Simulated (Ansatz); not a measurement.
This geometry of C$_{2}$H$_{3}$Te (6 atoms, charge 0, multiplicity 2) is a first-order saddle point.

Method: UKS PBE0/def2-SVP in Ansatz.

```xyz
6
Properties=species:S:1:pos:R:3
C -0.260 -0.048 -0.982
C -0.008 0.010 0.310
Te 0.925 -0.665 2.025
H -0.891 0.701 -1.478
H 0.148 -0.853 -1.613
H 0.088 0.855 1.738
```

Task: Which two structures does it join? (They come from a converged band through this point; their orientation in space is the band's.)

Result: Bonds broken: Te3–H6. Bonds formed: C2–H6.

Image 0:

```xyz
6
Properties=species:S:1:pos:R:3
C -0.366 -0.072 -1.109
C -0.423 0.099 0.197
Te 0.565 -0.641 1.849
H -1.139 0.359 -1.760
H 0.443 -0.625 -1.609
H 0.919 0.880 2.432
```

Image 10:

```xyz
6
Properties=species:S:1:pos:R:3
C -0.218 0.031 -0.743
C 0.069 0.186 0.560
Te 1.041 -1.274 1.694
H -0.730 0.824 -1.300
H 0.044 -0.879 -1.289
H -0.207 1.111 1.078
```

Task: How far does it lie above each of them?

Result: 1.11 eV above the first and 2.82 eV above the second. This is the barrier of this one path; another mechanism may lie lower.

Run time: 8.9 min on 2 threads of Arm Neoverse V1 (shared host), peak memory 0.2 GiB.
